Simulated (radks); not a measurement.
Species: neutral cobalt. Configuration: [Ar] 3d7 4s2. Calculated with a radial shooting solver on a logarithmic mesh with Libxc functionals: scalar-relativistic Kohn-Sham, Wu-Cohen GGA, spin-polarised, spherical densities, finite nucleus; open shells are filled with parallel spins first; Fermi nuclear charge, rms radius 3.7875 fm.

Local quantities along the radius. ELF = 1/(1 + alpha^2) is the electron localisation function; alpha = (tau - tau_W)/tau_unif compares the Pauli kinetic energy density with that of the uniform gas (summed over spins). tau is taken from the large components.

```
   r/bohr * ELF (the largest magnitude, 1, reaches the edge; | marks zero)
 0.002433 |                                                      *
 0.003193 |                                                      *
 0.004192 |                                                      *
 0.005502 |                                                      *
 0.007222 |                                                      *
 0.009555 |                                                      *
  0.01254 |                                                      *
  0.01646 |                                                      *
  0.02161 |                                                      *
  0.02836 |                                                     *
  0.03723 |                                                    *
  0.04887 |                                             *
  0.06414 |                           *
  0.08419 |               *
   0.1105 |                    *
   0.1462 |                                    *
   0.1919 |                                            *
   0.2519 |                                        *
   0.3307 |                *
    0.434 |           *
   0.5697 |                                 *
   0.7478 |                                          *
   0.9815 |                                     *
    1.288 |                      *
    1.691 |          *
     2.22 |             *
    2.937 |                            *
    3.855 |                                      *
     5.06 |                                        *
    6.641 |                                  *
    8.717 |               *
```

On this mesh the ELF has minima near r = 0.084, 0.38, 1.9 bohr, which separate the shells, and maxima near 0.19 (0.82), 0.75 (0.78), 5.1 (0.75).
